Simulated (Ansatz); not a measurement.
Reaction: CH4FSi (SMILES [CH2][SiH2]F, doublet) → CH4FSi (SMILES F[SiH]C, doublet)
Each species at its own B3LYP-D3(BJ)/def2-TZVP minimum (Ansatz, a program for electronic structure).

Total energies in hartree (Ansatz). Open shells are spin-unrestricted; no spin-orbit coupling. Correlated methods leave the cores frozen. No relativity.

| species | HF/cc-pV(T+d)Z | CCSD(T)/cc-pV(T+d)Z | HF/cc-pV(Q+d)Z | CCSD(T)/cc-pV(Q+d)Z | CCSD(T)/cc-pV(D+d)Z | CCSDT(Q)/cc-pV(D+d)Z |
|---|---|---|---|---|---|---|
| 1: CH4FSi (SMILES [CH2][SiH2]F, doublet) | -428.66621 | -429.23317 | -428.68267 | -429.29058 | -429.04412 | -429.04575 |
| 2: CH4FSi (SMILES C[SiH]F, doublet) | -428.66916 | -429.24723 | -428.68551 | -429.30452 | -429.05683 | -429.05852 |

### Question
Work out the isomerisation energy (electronic) in kcal/mol: take Hartree-Fock from cc-pV(Q+d)Z, extrapolate the CCSD(T) correlation energy as X^-3 (X = 3, 4), and add CCSDT(Q) - CCSD(T) in cc-pV(D+d)Z. 1 hartree = 627.51 kcal/mol.

### Answer

Species 1: correlation (64·(-0.60791) - 27·(-0.56696))/37 = -0.63779; step -0.00163; E1 = -428.68267 + (-0.63779) + (-0.00163) = -429.32209
Species 2: correlation (64·(-0.61901) - 27·(-0.57807))/37 = -0.64889; step -0.00169; E2 = -428.68551 + (-0.64889) + (-0.00169) = -429.33609
-1·E1 +1·E2 = -0.01400 hartree = -8.8 kcal/mol.
